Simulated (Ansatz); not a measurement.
C$_{2}$H$_{9}$BClNSi, SMILES `BN(CC)[SiH2]Cl` from Hartree–Fock to CCSD(T)

```xyz
15

B    -1.562    0.971   -0.422
N    -0.258    0.539   -0.156
C     0.278   -0.685   -0.767
C     0.051   -1.908    0.100
Si    0.793    1.446    0.883
Cl    2.298    2.316   -0.219
H    -2.249    0.333   -1.170
H    -1.967    1.969    0.099
H     1.347   -0.552   -0.962
H    -0.203   -0.817   -1.738
H    -1.017   -2.070    0.258
H     0.526   -1.795    1.077
H     0.467   -2.798   -0.378
H     1.474    0.542    1.838
H     0.024    2.508    1.556
```

The species carries charge 0 and has multiplicity 1. The structure was optimised at the PBE0-D4/def2-TZVP level. It is one conformer, not always the lowest. Frozen core, restricted reference, Ansatz 0.2.0. CBS rows extrapolate triple and quadruple zeta; past MP2 they add the triple-zeta difference.

```tsv
basis	HF (Eh)	MP2 corr.	CCSD corr.	(T)	CCSD(T) total
def2-TZVPP	-908.73575	-0.97527	-1.04409	-0.04203	-909.82187
def2-QZVPP	-908.76559	-1.04723	–	–	–
CBS(def2)	-908.76970	-1.10054	-1.16936	as TZ	-909.98109
```
